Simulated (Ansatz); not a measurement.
Reaction (redistribution): `O[SiH](O)F` + `CO[SiH2]N[SiH2]F` → `O[Si](O)(F)N[SiH2]F` + `CO[SiH3]`

Isolated molecules relaxed with PBE0-D4/def2-TZVP in Ansatz; ΔE leaves out vibrations. CCSD(T)/CBS is the MP2 limit (def2-TZVPP, def2-QZVPP) plus CCSD(T) − MP2 in def2-TZVPP, frozen cores. This one scheme is used for every species. Functionals use def2-TZVPP. Each species was taken in one conformer, which may not be the lowest.

(1) Is it downhill or uphill in electronic energy at CCSD(T)/CBS, and by how much? (An estimate is asked.)

(2) What do these levels give: PBE0-D4, PBE, HF/def2-TZVPP, SCS-MP2/def2-TZVPP, HF/CBS(def2), MP2/CBS(def2)? (An estimate is asked.)

Largest T1 diagnostic among the species: 0.011.

Results:

(1) Ansatz gave: Downhill: ΔE = -1.2 kcal/mol.

(2) The calculation gave: PBE0-D4 -1.7, PBE -0.7, HF/def2-TZVPP -2.1, SCS-MP2/def2-TZVPP -1.0, HF/CBS(def2) -2.0, MP2/CBS(def2) -0.6 kcal/mol.

The D4 term adds −0.8 kcal/mol with B3LYP and −0.4 kcal/mol with PBE0; it sums over pairs of atoms, weighted by their polarisabilities, and B3LYP, whose exchange is more repulsive, gets the larger term.

B3LYP here is the variant with VWN-RPA as its local correlation; programs differ in this.
